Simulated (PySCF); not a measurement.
Species: C5H5O2 (charge -1).
SMILES: `C=C1C[C@H]1C(=O)[O-]`

Torsions of this conformer, `[CH2:1]=[C:2]1[CH2:3][C@H:4]1[C:5](=[O:6])[O-:7]`: C3–C4–C5–O6 -167°.

The closed-shell ground state was solved at several levels (PySCF, density fitting, gas phase, non-relativistic). One conformer (not necessarily the lowest) at the PBE0-D3(BJ)/def2-SVP geometry, without solvent, vibrations or thermal averaging. The geometry's basis has no diffuse functions, a weakness for an anion. No diffuse functions stand in pcJ-1, pcSseg-1 and pcSseg-2, which bears on an anion's orbital energies.

| level | basis functions | total energy (Eh) | HOMO (eV) | LUMO (eV) | gap (eV) |
| --- | --- | --- | --- | --- | --- |
| wB97X-D/def2-SVPD | 186 | -343.6370 | -3.66 | 5.47 | 9.13 |
| PBE0/pcSseg-1 | 144 | -343.5580 | -1.36 | 4.08 | 5.44 |
| mPW1PW91/pcSseg-2 | 322 | -344.0313 | -1.68 | 3.67 | 5.35 |

Task: What might B3LYP/pcJ-1 (239 basis functions) give for the same quantities?

Result: Total energy -343.9942 Eh, HOMO -1.06 eV, LUMO 3.89 eV, gap 4.95 eV.

Task: Over all these levels, which gives the widest orbital gap and which the narrowest?

Result: wB97X-D/def2-SVPD (range-separated hybrid) has the widest, 9.13 eV, and B3LYP/pcJ-1 (global hybrid, 20 % exact exchange) the narrowest, 4.95 eV. Functional and basis both differ between the two, so the spread mixes both effects.

The pairwise dispersion term of wB97X-D wasn't added to the energies; at a given geometry it leaves orbitals and properties as they are.
